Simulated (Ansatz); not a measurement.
`C#C[Si](F)(Cl)Cl`, relaxed with RKS PBE-D4/def2-SVP in Ansatz from a rough embedded geometry. The force threshold is 0.03 eV/Å; the program also tests the step.

Charge 0, multiplicity 1.

Start:

```xyz
7

C     0.752   -0.678   -1.837
C     0.271   -0.256   -0.753
Si   -0.451    0.431    0.860
F    -1.239    1.711    0.505
Cl    1.082    0.891    2.146
Cl   -1.569   -1.005    1.777
H     1.153   -1.094   -2.699
```

```tsv
step	energy (eV)	largest force (eV/Å)	largest move (Å)
1	-37699.0671	3.837	0.000
2	-37699.3148	1.469	0.082
3	-37699.3723	0.235	0.035
4	-37699.3749	0.115	0.016
5	-37699.3754	0.091	0.004
6	-37699.3764	0.005	0.012
```

End:

```xyz
7

C     0.738   -0.690   -1.772
C     0.280   -0.253   -0.720
Si   -0.392    0.389    0.833
F    -1.281    1.713    0.530
Cl    1.122    0.919    2.109
Cl   -1.610   -1.002    1.719
H     1.142   -1.076   -2.699
```

It took 3.7 s on 4 threads of a server CPU on a shared host, with 0.18 GiB of host memory at the peak.
